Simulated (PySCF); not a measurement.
HfF2, SMILES [F][Hf][F] (connectivity only; charge and spin as stated), neutral, multiplicity 3.

Geometry: PBE0-D3(BJ)/def2-TZVP. The spin state was assumed, not searched. The def2 effective core potentials stand for the cores of Hf; spin–orbit coupling is left out.

Two levels are set side by side: PBE/def2-TZVPD (PySCF) and M06-2X/def2-TZVPD (PySCF). Same geometry, gas phase. Differences are taken from unrounded values.

```tsv
quantity	M06-2X
α-spin orbital gap (eV)	4.89
β-spin orbital gap (eV)	8.90
dipole moment (D)	1.49
mean polarisability (bohr³)	57.4
```

### Question
What does PBE give, and how far is it from M06-2X? (An estimate is asked for; the answer gives what the named calculation found.)

### Answer

```json
[
 {"quantity": "α-spin orbital gap (eV)", "PBE": "0.67", "PBE minus M06-2X": "-4.22"},
 {"quantity": "β-spin orbital gap (eV)", "PBE": "6.01", "PBE minus M06-2X": "-2.89"},
 {"quantity": "dipole moment (D)", "PBE": "1.24", "PBE minus M06-2X": "-0.25"},
 {"quantity": "mean polarisability (bohr³)", "PBE": "64.4", "PBE minus M06-2X": "7.1"}
]
```

Loosely held outer electrons make PBE densities more polarisable. Differences between two approximate levels are no errors against the true value.

Rough cost on one machine, each run with all the roots and properties that it gave: M06-2X against PBE within a factor of 2.
